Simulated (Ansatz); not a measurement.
A CCSD(T) single point on CH6ClNSSi (`NC(S)[SiH2]Cl`).

```yaml
crystal:
  periodic: [false, false, false]
  atoms:
    - {symbol: N, position_ang: [0.124449, 1.112465, 1.056156]}
    - {symbol: C, position_ang: [-0.193796, -0.188213, 0.491669]}
    - {symbol: S, position_ang: [0.916768, -1.468188, 1.114279]}
    - {symbol: Si, position_ang: [-0.109535, -0.321885, -1.399146]}
    - {symbol: Cl, position_ang: [-1.120080, 1.310675, -2.153177]}
    - {symbol: H, position_ang: [1.095855, 1.344190, 0.882255]}
    - {symbol: H, position_ang: [-0.449873, 1.834039, 0.631743]}
    - {symbol: H, position_ang: [-1.213894, -0.454955, 0.785475]}
    - {symbol: H, position_ang: [0.490751, -1.450971, 2.389920]}
    - {symbol: H, position_ang: [1.297047, -0.233313, -1.860616]}
    - {symbol: H, position_ang: [-0.772190, -1.540745, -1.917858]}
basis:
  gaussian: {orbitals: def2-SVP}
correlation: {method: ccsd_t}
```

```sh
$ ansatz run in.yaml --threads 4 --pin off --events-out ev --progress --plain
```

Output of Ansatz, abridged:

```
Functional definition: HF
1087 factors; integrals over basis functions are off by at most 1.1e-3 eV
mean field evaluation 1: about -33777.0820 eV, gradient 2.9e1 eV
mean field evaluation 2: about -33777.0866 eV, gradient 2.9e1 eV
mean field evaluation 4: about -33779.5477 eV, gradient 3.4e0 eV
mean field evaluation 8: about -33779.5894 eV, gradient 1.5e-4 eV
mean field -33779.58944155 eV, -1241.3770153490 hartree, gradient 2.4e-6 eV, S^2 0.000000; 0 other end points of the search recorded, 0 dependent functions left out
17 core orbitals not correlated: weight in the atoms' cores, before any rotation towards them, 1.000 or more for the frozen orbitals, at most 0.000 for the correlated occupied ones
reference -33779.58944155 eV, -1241.3770153490 hartree; 16, 16 occupied and 79, 79 virtual orbitals, 1087 factors
second order -18.39142913 eV of doubles, -0.00000000 eV of singles
cycle   1  -19.50955702 eV  change    -1.1e0 eV  update   9.2e-2
cycle   2  -20.01669028 eV  change   -5.1e-1 eV  update   2.7e-2
cycle   3  -20.09679587 eV  change   -8.0e-2 eV  update   1.2e-2
cycle   4  -20.09487800 eV  change    1.9e-3 eV  update   2.8e-3
cycle   5  -20.09461735 eV  change    2.6e-4 eV  update   1.3e-3
cycle   6  -20.09458977 eV  change    2.8e-5 eV  update   4.9e-4
cycle   7  -20.09441403 eV  change    1.8e-4 eV  update   2.0e-4
cycle   8  -20.09443006 eV  change   -1.6e-5 eV  update   6.6e-5
cycle   9  -20.09443895 eV  change   -8.9e-6 eV  update   2.0e-5
perturbative correction -0.55846626 eV, -0.0205232566 hartree
Total energy: -33800.24234677 eV, -1242.1359956165 hartree
```

It took 6 s on 4 threads of a server CPU on a shared host, with 0.5 GiB of host memory at the peak.

MP2 recovers 89.1 % of the CCSD(T) correlation energy and the triples give 2.7 %; T1 = 0.0098.
